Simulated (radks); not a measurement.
All-electron atom: Ba35+ in [Ar] 3d3. Method: scalar-relativistic Kohn-Sham, LDA (Slater exchange, VWN5 correlation), spin-polarised, spherical densities, finite nucleus; open shells are filled with parallel spins first (spin-orbit coupling, left out, can overturn this in heavy ions); Fermi nuclear charge, rms radius 4.8378 fm; computed with a radial shooting solver on a logarithmic mesh with Libxc functionals.

Normalised radial functions P(r) = r R(r), r in bohr:

r,3p up,3d up
0.001247,0.0055,0.0000
0.001731,0.0097,0.0001
0.002403,0.0172,0.0001
0.003336,0.0305,0.0003
0.00463,0.0537,0.0008
0.006428,0.0940,0.0020
0.008923,0.1620,0.0049
0.01239,0.2727,0.0119
0.0172,0.4431,0.0284
0.02387,0.6827,0.0660
0.03314,0.9714,0.1473
0.046,1.2226,0.3107
0.06386,1.2510,0.6066
0.08864,0.8114,1.0668
0.1231,-0.2033,1.6312
0.1708,-1.4527,2.0680
0.2371,-2.1413,2.0390
0.3292,-1.7518,1.4336
0.457,-0.7989,0.6354
0.6344,-0.1762,0.1485
0.8806,-0.0148,0.0143

3p up: eigenvalue -2537.3 eV, 1 radial node at r = 0.116 bohr, <r> = 0.267 bohr, 90 % of the charge inside 0.397 bohr. 3d up: eigenvalue -2300.2 eV, 0 radial nodes, <r> = 0.238 bohr, 90 % of the charge inside 0.365 bohr.
